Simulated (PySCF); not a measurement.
Isomers of C8H20Ge, from PySCF, PBE0-D3(BJ)/def2-SVP geometry optimisation, gas phase. One conformer each, no zero-point energy, no frequencies.

Question: Which isomer lies lower at this level?
A. `C[C](C)(C)[GeH2][C](C)(C)C` (Ge(tBu)2H2): A = 1839, B = 786.2, C = 732.9 MHz, dipole 0.73 D
B. `[CH3:1][CH2:2][Ge:3]([CH2:4][CH3:5])([CH2:6][CH3:7])[CH2:8][CH3:9]` with C1–C2–Ge3–C4 179°, C2–Ge3–C4–C5 -178°, C2–Ge3–C6–C7 57°, C2–Ge3–C8–C9 -55°: A = 1140, B = 1125, C = 729.8 MHz, dipole 0.01 D

Answer: B. That is `C[CH2][Ge]([CH2]C)([CH2]C)[CH2]C` (tetraethylgermane), 8.6 kcal/mol below the other.

```csv
SMILES,mapped SMILES,E (Eh),relative (kcal/mol),relative (kJ/mol),dipole (D)
C[CH2][Ge]([CH2]C)([CH2]C)[CH2]C,[CH3:1][CH2:2][Ge:3]([CH2:4][CH3:5])([CH2:6][CH3:7])[CH2:8][CH3:9],-2392.79888,0.0,0.0,0.01
[H][Ge]([H])([C](C)(C)C)[C](C)(C)C,–,-2392.78523,8.6,35.8,0.73
```
